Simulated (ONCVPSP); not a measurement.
## Pseudopotential generation for beryllium: ONCV, PBE, non-relativistic.

ONCVPSP 4.0.1 input, shortened (lines: element, Z, core and valence counts, functional; n l f; lmax; l rc ep ncon nbas qcut; lloc lpopt rc5 dvloc0; l nproj debl; icmod fcfact rcfact), PBE, non-relativistic:

```
  Be 4.00    1    1        4      upf
    1    0    2.00
    2    0    1.50
    1
    0    0.55    0.00    4    8   14.40
    1    0.55    0.12    4    9   14.70
    4    5    0.50    4.00
    0    3    3.90
    1    3    1.80
    0    0.00    0.00
```

Q: Is a potential produced?

A: No. ONCVPSP 4.0.1 stopped with "oncvpsp: lschvkbb ERROR 1 0 100": the bound-state solver with the separable projectors failed. The 2s radius of 0.55 bohr lies inside the outermost node of the all-electron wave at 0.59 bohr.
